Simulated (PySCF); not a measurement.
All values below come from B3LYP-D3(BJ)/def2-TZVP // PBE0-D4/def2-TZVP (PySCF). Isolated molecules, 0 K electronic values unless said otherwise. One relaxed conformer stands for a flexible species; it need not be the lowest. B3LYP has the VWN-RPA correlation part, as in Gaussian. Excitations are Tamm–Dancoff values on a coarser integration grid. The basis has no diffuse functions, so Rydberg states are missing or too high.

Reference species (SMILES): `C=C[SiH2]Cl` (C–C–Si–Cl torsion 119°) (neutral, multiplicity 1).

| Property | Value |
|---|---|
| S1 excitation (TDA) | 6.26 eV |
| HOMO | -8.12 eV |
| HOMO–LUMO gap | 7.00 eV |
| T1 excitation (TDA) | 4.32 eV |

After one change: the S1 excitation (TDA) increases by 0.84 eV; the HOMO increases by 0.14 eV; the HOMO–LUMO gap goes up by 1.17 eV; the T1 excitation (TDA) goes up by 2.47 eV.

**Question.** What was changed between the two runs? The new species is one of these.
A) `N#CC[SiH2]Cl`
B) `CC(C)[SiH2]Cl` (C–C–Si–Cl torsion 177°)
C) `[SiH3][SiH2]Cl`
D) `CS[SiH2]Cl` (C–S–Si–Cl torsion 64°)

**Answer.** B, `CC(C)[SiH2]Cl` (C–C–Si–Cl torsion 177°)
